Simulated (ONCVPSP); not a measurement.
What one change does to a pseudopotential (fluorine (F), ONCV)

* Element: fluorine (F)
* Generator: ONCVPSP 4.0.1
* Type: optimised norm-conserving Vanderbilt (ONCV)
* Functional: PBEsol
* Relativity: scalar-relativistic
* Frozen core: [He]
* Valence charge: 7
* Reference configuration: 2s2 2p5
* Partial waves: 2s: rc 0.60 bohr, ncon 4, nbas 7, qcut 13 1/bohr, 2 projectors, debl 1.8 Ha; 2p: rc 1.60 bohr, ncon 3, nbas 7, qcut 6.9 1/bohr, 3 projectors, debl 2.4 Ha; d scattering state at 0.13 Ha: rc 1.50 bohr, ncon 4, nbas 8, qcut 7.2 1/bohr, 1 projector
* Local potential: polynomial inside 0.55 bohr (lpopt 5, dvloc0 0 Ha)
* Core correction: none

All-electron outer shells of the reference configuration (PBEsol, scalar-relativistic, ld1.x):

```json
{"shell": "1s", "level (eV)": "-661.16", "outermost node (bohr)": "–", "outermost maximum (bohr)": "0.11"}
{"shell": "2s", "level (eV)": "-29.72", "outermost node (bohr)": "0.24", "outermost maximum (bohr)": "0.76"}
{"shell": "2p", "level (eV)": "-11.05", "outermost node (bohr)": "–", "outermost maximum (bohr)": "0.71"}
```

Change: all radii scaled by about 1.30 (s 0.78, p 2.08, d 1.94 bohr); local potential polynomial inside 0.72 bohr (lpopt 5, dvloc0 0 Ha).

Cutoffs: the cutoffs (Ha) at which the residual kinetic energy of the hardest occupied pseudo-wave falls to 1 and 0.1 mHa per electron; they do not see the model core or the augmentation charge, which bear on the density cutoff. Errors are all-electron minus pseudo energies relative to the spin-unpolarised reference configuration.

Q: Predict the effect on cutoff, ghosts and configuration errors.

A: The potential gets neither clearly harder nor softer (56 Ha and 181 Ha → 60 Ha and 73 Ha); the bound ghost in s disappears; of the 4 tests that both files solve, the error grows in 4 and shrinks in 0 by more than 15 % and 0.3 meV (median size 467.9 → 882.5 meV). More of the atom is replaced by a form fitted at one configuration, so other configurations suffer.

| quantity | base | changed |
| --- | --- | --- |
| cutoff, loose | 56 Ha | 60 Ha |
| cutoff, tight | 181 Ha | 73 Ha |
| loose cutoff by channel | s 56 Ha, p 21 Ha | s 60 Ha, p 17 Ha |
| bound ghosts | s | none |
| GHOST(+) flags under 300 eV | d at 173.7 eV | p at 151.9 eV |
| error for 2s2 2p4, meV [ΔE 19.32 eV] | +117 | +238 |
| error for 2s2 2p3, meV [ΔE 57.59 eV] | +819 | +1527 |
| error for 2s2 2p2, meV [ΔE 118.08 eV] | +2830 | +4925 |
| error for 2s2 2p4.5, meV [ΔE 7.51 eV] | +20 | +44 |

 A true bound ghost makes a file unfit for plane-wave use even where its test errors are small: the radial tests pick states by their node count and pass the ghost by.
